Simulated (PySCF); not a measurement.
Si(Cl)3(SeH) (Cl3HSeSi), SMILES Cl[Si](Cl)(Cl)[SeH].

Geometry optimised at PBE0-D3(BJ)/def2-SVP. The structure was generated by enumeration, and PubChem lists no compound with its InChIKey, so it may never have been made. One conformer was computed; it need not be the lowest.

All values below come from TDA-LC-ωPBE/def2-SVPD in PySCF 2.14.0.

Vertical excitations. The molecule is in vacuum. State labels are in the subgroup Cs.

Task: List the lowest excited states. (An estimate is asked for; the answer gives what the named calculation found.)

Result: 
```json
[
 {"state": "S1", "symmetry": "A\"", "energy (eV)": "5.42", "λ (nm)": "229", "f": "0.003", "main pairs": "HOMO→LUMO 53 %, HOMO→LUMO+1 37 %"},
 {"state": "S2", "symmetry": "A\"", "energy (eV)": "6.47", "λ (nm)": "192", "f": "0.025", "main pairs": "HOMO→LUMO+1 49 %, HOMO→LUMO 32 %, HOMO→LUMO+8 12 %"},
 {"state": "S3", "symmetry": "A\"", "energy (eV)": "7.11", "λ (nm)": "174", "f": "0.004", "main pairs": "HOMO→LUMO+4 57 %, HOMO→LUMO+3 26 %"},
 {"state": "S4", "symmetry": "A'", "energy (eV)": "7.40", "λ (nm)": "167", "f": "0.004", "main pairs": "HOMO→LUMO+5 55 %, HOMO−1→LUMO 22 %, HOMO−1→LUMO+1 9 %"},
 {"state": "S5", "symmetry": "A\"", "energy (eV)": "7.91", "λ (nm)": "157", "f": "0.006", "main pairs": "HOMO−2→LUMO 66 %"},
 {"state": "S6", "symmetry": "A\"", "energy (eV)": "8.02", "λ (nm)": "155", "f": "0.030", "main pairs": "HOMO→LUMO+2 34 %, HOMO−4→LUMO 23 %, HOMO→LUMO+7 13 %, HOMO−1→LUMO+5 5 %"},
 {"state": "S7", "symmetry": "A'", "energy (eV)": "8.09", "λ (nm)": "153", "f": "0.250", "main pairs": "HOMO−1→LUMO 24 %, HOMO→LUMO+5 17 %, HOMO−3→LUMO 17 %, HOMO−1→LUMO+1 12 %"},
 {"state": "S8", "symmetry": "A'", "energy (eV)": "8.29", "λ (nm)": "150", "f": "0.270", "main pairs": "HOMO−1→LUMO 25 %, HOMO−3→LUMO 21 %, HOMO−1→LUMO+1 6 %, HOMO−1→LUMO+4 5 %"},
 {"state": "S9", "symmetry": "A\"", "energy (eV)": "8.45", "λ (nm)": "147", "f": "0.010", "main pairs": "HOMO−4→LUMO 31 %, HOMO→LUMO+2 20 %, HOMO→LUMO+8 14 %"},
 {"state": "S10", "symmetry": "A'", "energy (eV)": "8.46", "λ (nm)": "146", "f": "0.005", "main pairs": "HOMO−1→LUMO+1 52 %, HOMO−3→LUMO 18 %"},
 {"state": "T1", "symmetry": "A\"", "energy (eV)": "4.93", "λ (nm)": "251", "f": "0", "main pairs": "HOMO→LUMO 52 %, HOMO→LUMO+1 36 %"},
 {"state": "T2", "symmetry": "A\"", "energy (eV)": "5.80", "λ (nm)": "214", "f": "0", "main pairs": "HOMO→LUMO+1 41 %, HOMO→LUMO 28 %, HOMO→LUMO+8 22 %"},
 {"state": "T3", "symmetry": "A'", "energy (eV)": "6.46", "λ (nm)": "192", "f": "0", "main pairs": "HOMO−1→LUMO 52 %, HOMO→LUMO+5 16 %, HOMO−1→LUMO+1 14 %"},
 {"state": "T4", "symmetry": "A\"", "energy (eV)": "6.93", "λ (nm)": "179", "f": "0", "main pairs": "HOMO→LUMO+4 54 %, HOMO→LUMO+3 25 %"}
]
```
Triplets are in the Tamm–Dancoff approximation.
